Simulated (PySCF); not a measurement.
**How methods differ on the ionisation energy of Sn⁺**

Sn⁺ [Kr] 4d10 5s2 5p1 (2P) → Sn²⁺ [Kr] 4d10 5s2 (1S), as a difference of total energies. All numbers are calculated (PySCF 2.14, scalar relativity through the core potential, in aug-cc-pVDZ-PP with ECP28MDF (5s4p3d, 32 functions)). Correlated levels: valence: 4s2 4p6 4d10 frozen. The calculations carry no spin-orbit coupling.

```
           method  ionisation energy (eV)  error (eV)
              UHF                  13.720      -0.562
            B3LYP                  14.301      +0.019
              PBE                  14.212      -0.070
    MP2 (valence)                  13.853      -0.429
SCS-MP2 (valence)                  13.835      -0.447
   CCSD (valence)                  13.922      -0.360
CCSD(T) (valence)                  13.932      -0.350
```

Reference: 14.282 eV (measured; NIST levels, between the centres of gravity of the two terms).

Errors of the correlated levels include the incompleteness of this basis and the frozen core.
